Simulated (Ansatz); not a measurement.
`[F][SnH]([F])[I]` → I• + `[F][SnH][F]`•  (homolysis of the I–Sn bond)

Calculated with Ansatz (gas phase, PBE0-D4/def2-TZVP geometries, no zero-point term in ΔE). CBS: MP2 limit from def2 TZ/QZ plus the TZ coupled-cluster correction, frozen cores. Functionals use def2-TZVPP. HSE06 is defined as in plane-wave codes. No spin–orbit coupling; open shells (•) take unrestricted orbitals. Spin–orbit coupling would lower the free atoms: strongly for I. Elements past krypton have def2 core potentials. For I, Sn outer-core shells are correlated without core-valence functions, so the limit isn't a true one: a few kJ/mol of doubt a bond, and 10 to 20 or more in all where bonds break to atoms.

CCSD(T)/CBS gives +309.1 kJ/mol.

Question: Another level gave +277.7 kJ/mol. Which?
A. HF/def2-TZVPP
B. HSE06/def2-TZVPP
C. revPBE-D4/def2-TZVPP
D. LC-ωPBE/def2-TZVPP

Answer: B. HSE06 277.7, LC-ωPBE 269.3, HF/def2-TZVPP 194.6, revPBE-D4 265.2 kJ/mol.

Largest T1 diagnostic among the species: 0.018.

From PBE to PBE0 (25 % exact exchange), in def2-TZVPP and without D4, ΔE moves by +4.7 kJ/mol. In def2-TZVPP, CCSD(T) changes the Hartree–Fock value by +86.9 kJ/mol (the triples alone add +10.2 kJ/mol) and MP2 by +106.5 kJ/mol; breaking electron pairs costs correlation energy, which Hartree–Fock lacks.

CCSD(T)/CBS has its own doubt, a few kJ/mol and more with outer-core shells, so smaller differences from it don't rank the levels.
